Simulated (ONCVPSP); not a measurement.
## Te (Z = 52), ONCV: configuration errors across variants

ONCVPSP 4.0.1 input, shortened (lines: element, Z, core and valence counts, functional; n l f; lmax; l rc ep ncon nbas qcut; lloc lpopt rc5 dvloc0; l nproj debl; icmod fcfact rcfact), PBE, scalar-relativistic:

```
  Te 52.00    6    5        4      upf
    1    0    2.00
    2    0    2.00
    2    1    6.00
    3    0    2.00
    3    1    6.00
    3    2   10.00
    4    0    2.00
    4    1    6.00
    4    2   10.00
    5    0    2.00
    5    1    4.00
    3
    0    1.10    0.00    4    8    8.60
    1    1.25    0.00    4    7    9.50
    2    1.30    0.00    4    9   14.50
    3    1.20    0.08    4    7    9.20
    4    1    0.70    6.00
    0    2    2.00
    1    2    2.70
    2    2    1.70
    3    2    1.30
    3    4.75    1.35
```

All-electron excitation energies from the reference (eV): (1) 4s2 4p6 4d10 5s2 5p3 9.729; (2) 4s2 4p6 4d10 5s2 5p2 27.654; (3) 4s2 4p6 4d10 5s2 5p1 54.552; (4) 4s2 4p6 4d10 5s2 5p0 91.036.

Errors AE − PS in meV (a dash: test not solved or not reliable):

| change | (1) | (2) | (3) | (4) | bound ghosts | GHOST(+) flags above zero |
| --- | --- | --- | --- | --- | --- | --- |
| base | -1.9 | -5.9 | -13 | -23 | none | s |
| core correction Teter function, fcfact 4.75, rcfact 1.14 | -1.9 | -5.9 | -13 | -22 | none | s |
| all radii but the core radius scaled by about 1.22 (s 1.34, p 1.52, d 1.58, f 1.46 bohr); local potential polynomial inside 0.86 bohr (lpopt 1, dvloc0 6 Ha) | -2.2 | -6.9 | -15 | -27 | none | none |
| d: qcut 14.1 | -1.9 | -5.9 | -13 | -23 | none | s |
| p: rc 1.54 | -2.3 | -6.9 | -15 | -26 | none | s |
| f: qcut 11.5 | -1.9 | -5.9 | -13 | -23 | none | s |

Give the same row for: core correction Teter function, parameters optimised by the program.

-1.9, -6.0, -13, -24; bound ghosts: none; GHOST(+) flags above zero: s.
